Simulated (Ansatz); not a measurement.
Geometry optimisation, RKS PBE0/def2-SVP (Ansatz).

Input file:

```yaml
crystal:
  periodic: [false, false, false]
  atoms:
    - { symbol: O, position_ang: [-1.9033, -0.2162, 0.7944] }
    - { symbol: B, position_ang: [-0.9009, -0.0654, -0.2224] }
    - { symbol: B, position_ang: [0.5443, 0.5769, 0.1733] }
    - { symbol: S, position_ang: [2.0062, 0.7328, -1.1135] }
    - { symbol: H, position_ang: [-1.8271, -1.0776, 1.1621] }
    - { symbol: H, position_ang: [-1.0997, -0.4015, -1.3313] }
    - { symbol: H, position_ang: [0.8059, 0.9369, 1.2979] }
    - { symbol: H, position_ang: [2.4668, -0.543, -0.8162] }
basis:
  gaussian: { orbitals: def2-SVP }
hamiltonian:
  xc: pbe0
relax:
  f_tol: 0.015
  max_steps: 40
```

Run as:

```bash
$ ansatz run input.yaml --threads 1 --pin off --max-ram 2048MiB --backend cpu --events-out ev --progress --plain --runs-dir out
```

Question: Where does it end, and by what steps?

Answer: It converged. After 23 steps the energy has fallen by 2.286 eV; H7 moved furthest, 1.14 Å.

```json
{"step": "0", "energy less start (eV)": "0.0000", "largest force component (eV/Å)": "3.129", "accepted": "yes"}
{"step": "1", "energy less start (eV)": "-0.3587", "largest force component (eV/Å)": "1.266", "accepted": "yes"}
{"step": "2", "energy less start (eV)": "-0.5269", "largest force component (eV/Å)": "3.347", "accepted": "yes"}
{"step": "3", "energy less start (eV)": "-0.8448", "largest force component (eV/Å)": "2.549", "accepted": "yes"}
{"step": "4", "energy less start (eV)": "-1.1890", "largest force component (eV/Å)": "2.727", "accepted": "yes"}
{"step": "5", "energy less start (eV)": "-1.6906", "largest force component (eV/Å)": "1.662", "accepted": "yes"}
{"step": "6", "energy less start (eV)": "-2.0561", "largest force component (eV/Å)": "1.090", "accepted": "yes"}
{"step": "7", "energy less start (eV)": "-2.1718", "largest force component (eV/Å)": "1.144", "accepted": "yes"}
{"step": "8", "energy less start (eV)": "-2.2326", "largest force component (eV/Å)": "0.477", "accepted": "yes"}
{"step": "9", "energy less start (eV)": "-2.2515", "largest force component (eV/Å)": "0.221", "accepted": "yes"}
{"step": "10", "energy less start (eV)": "-2.2579", "largest force component (eV/Å)": "0.086", "accepted": "yes"}
{"step": "11", "energy less start (eV)": "-2.2617", "largest force component (eV/Å)": "0.216", "accepted": "yes"}
{"step": "12", "energy less start (eV)": "-2.2698", "largest force component (eV/Å)": "0.111", "accepted": "yes"}
{"step": "13", "energy less start (eV)": "-2.2691", "largest force component (eV/Å)": "0.571", "accepted": "no"}
{"step": "14", "energy less start (eV)": "-2.2764", "largest force component (eV/Å)": "0.079", "accepted": "yes"}
{"step": "15", "energy less start (eV)": "-2.2794", "largest force component (eV/Å)": "0.136", "accepted": "yes"}
{"step": "16", "energy less start (eV)": "-2.2749", "largest force component (eV/Å)": "0.421", "accepted": "no"}
{"step": "17", "energy less start (eV)": "-2.2815", "largest force component (eV/Å)": "0.084", "accepted": "yes"}
{"step": "18", "energy less start (eV)": "-2.2839", "largest force component (eV/Å)": "0.122", "accepted": "yes"}
{"step": "19", "energy less start (eV)": "-2.2852", "largest force component (eV/Å)": "0.080", "accepted": "yes"}
{"step": "20", "energy less start (eV)": "-2.2859", "largest force component (eV/Å)": "0.058", "accepted": "yes"}
{"step": "21", "energy less start (eV)": "-2.2861", "largest force component (eV/Å)": "0.024", "accepted": "yes"}
{"step": "22", "energy less start (eV)": "-2.2860", "largest force component (eV/Å)": "0.041", "accepted": "no"}
{"step": "23", "energy less start (eV)": "-2.2862", "largest force component (eV/Å)": "0.009", "accepted": "yes"}
```

```xyz
8
Properties=species:S:1:pos:R:3
O -1.154 -1.007 0.811
B -0.789 -0.015 -0.036
B 0.665 0.828 0.183
S 2.250 0.284 -0.405
H -2.002 -1.404 0.583
H -1.527 0.262 -0.971
H 0.732 1.913 0.715
H 1.918 -0.917 -0.936
```

Whether the end is a true minimum wasn't checked by a vibrational analysis.

The run took 2.3 min on 1 thread of Intel(R) Xeon(R) Processor @ 2.50GHz (Skylake/Cascade Lake), on a shared host, peak memory 0.15 GiB.
